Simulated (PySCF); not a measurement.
Compound: H₂Te₄.
Z-matrix (Å and degrees, PBE0-D3(BJ)/def2-SVP geometry), rows numbered from 1:
```
Te
Te  1  2.7211
Te  2  2.7269  1  103.75
Te  3  2.7183  2  103.67  1   -83.98
H   1  1.6699  2   95.15  3   -85.89
H   4  1.6700  3   94.21  2    91.76
```

Computed, not measured: TDDFT wB97X-D/def2-SVPD, vertical, gas phase, core orbitals frozen in the response, def2 core potentials past Kr in PySCF. Spin–orbit coupling is left out.

Frontier orbitals with the atoms that hold most of them (Löwdin shares over 4%, at most four atoms; ? is withheld):

```
orbital  ε (eV)                               atoms
 HOMO-3   -8.78  Te1 32%, Te4 31%, Te3 17%, Te2 15%
 HOMO-2   -8.36   Te2 55%, Te1 23%, Te3 12%, Te4 7%
 HOMO-1   -8.32                                   ?
   HOMO       ?  Te4 33%, Te1 31%, Te2 18%, Te3 13%
   LUMO   -0.98                                   ?
 LUMO+1   -0.74  Te3 25%, Te1 24%, Te4 24%, Te2 24%
 LUMO+2   -0.29  Te2 36%, Te3 35%, Te4 14%, Te1 14%
```

**Question.** Which atoms hold the LUMO, and with what shares?

**Answer.** Te2 (bonded to 2 Te) 33%; Te3 (bonded to 2 Te) 33%; Te1 (bonded to Te and H) 16%; Te4 (bonded to Te and H) 16%.

**Question.** Which atoms hold the HOMO-1, and with what shares?

**Answer.** Te3 (bonded to 2 Te) 56%; Te4 (bonded to Te and H) 23%; Te2 (bonded to 2 Te) 9%; Te1 (bonded to Te and H) 8%.

**Question.** What is the HOMO energy, and the HOMO–LUMO gap?

**Answer.** ε(HOMO) = -7.99 eV; the gap is 7.01 eV (0.2576 hartree).

**Question.** How does S1 compare with the orbital gap of 7.01 eV?

**Answer.** S1 is at 2.97 eV (f = 0.025), 4.04 eV below the gap, made of HOMO→LUMO (63%), HOMO-3→LUMO+1 (11%), HOMO-1→LUMO (9%). Without the coupling terms of the response equations the lowest excitation would equal the gap.

Next come S2 at 3.04 eV (f 0.0010), HOMO→LUMO+1 (57%), HOMO-1→LUMO (13%); S3 at 3.13 eV (f 0.0098), HOMO-1→LUMO (38%), HOMO-1→LUMO+1 (19%), HOMO-2→LUMO (14%); S4 at 3.18 eV (f 0.010), HOMO-2→LUMO (40%), HOMO-2→LUMO+1 (19%), HOMO-1→LUMO (12%); S5 at 3.39 eV (f 0.0020), HOMO→LUMO+2 (18%), HOMO-1→LUMO+1 (18%), HOMO-2→LUMO+2 (16%).

One conformer stands for the species.
